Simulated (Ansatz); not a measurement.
One change: `[Cl][In]([Cl])[GeH3]` becomes `C[CH2][In]([Cl])[Cl]`.

Ansatz, PBE0-D4/def2-TZVP geometries, multiplicity 1. Each molecule was computed in one conformer, which needn't be the lowest.

Elements past krypton have def2 core potentials. Scalar relativity is left out up to krypton.

| property | `[Cl][In]([Cl])[GeH3]` |
| --- | --- |
| HOMO energy (B3LYP/def2-TZVPP) / eV | -8.02 |
| HOMO energy (PBE0/def2-TZVPP) / eV | -8.26 |
| LUMO energy (B3LYP/def2-TZVPP) / eV | -2.30 |
| HOMO–LUMO gap (ωB97M-V/def2-TZVPP) / eV | 9.81 |
| LUMO energy (PBE0/def2-TZVPP) / eV | -2.07 |
| HOMO–LUMO gap (PBE0/def2-TZVPP) / eV | 6.19 |

Q: What does the change do to each property? (Best estimate.)

A: Ansatz gave: 
```tsv
property	`C[CH2][In]([Cl])[Cl]`	shift
HOMO energy (B3LYP/def2-TZVPP) / eV	-7.94	0.08
HOMO energy (PBE0/def2-TZVPP) / eV	-8.16	0.10
LUMO energy (B3LYP/def2-TZVPP) / eV	-1.90	0.40
HOMO–LUMO gap (ωB97M-V/def2-TZVPP) / eV	10.33	0.52
LUMO energy (PBE0/def2-TZVPP) / eV	-1.59	0.48
HOMO–LUMO gap (PBE0/def2-TZVPP) / eV	6.57	0.38
```

With PBE0 the HOMO rises by 0.10 eV and the LUMO rises by 0.48 eV, so the gap widens by about 0.38 eV. PBE moves the HOMO by 0.14 eV and ωB97M-V by -0.01 eV.

B3LYP here is the variant with VWN-RPA as its local correlation; programs differ in this.
